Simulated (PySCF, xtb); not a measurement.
Ta(O)(F)(NH2)2 (FH₄N₂OTa), SMILES [NH2][Ta]([NH2])(=[O])[F], multiplicity 1. The values are those of a single conformer.

Harmonic wavenumbers (cm⁻¹) from GFN2-xTB run with xtb at its own minimum, in rising order: 122, 124, 139, 170, 176, 226, 291, 362, 462, 485, 498, 514, 565, 582, 780, 1520, 1521, 3378, 3380, 3418, 3419.

Q: What does PBE-D3(BJ)/def2-SVP (PySCF 2.14.0) give at its own minimum? (The exact figures need the calculation; the answer reports its results.)

A: 163, 168, 177, 197, 198, 291, 395, 458, 495, 552, 575, 649, 660, 669, 965, 1463, 1466, 3464, 3467, 3559, 3559. Paired by order, the mean absolute difference is 80 cm⁻¹ and the zero-point energies are 31.6 and 33.7 kcal/mol.
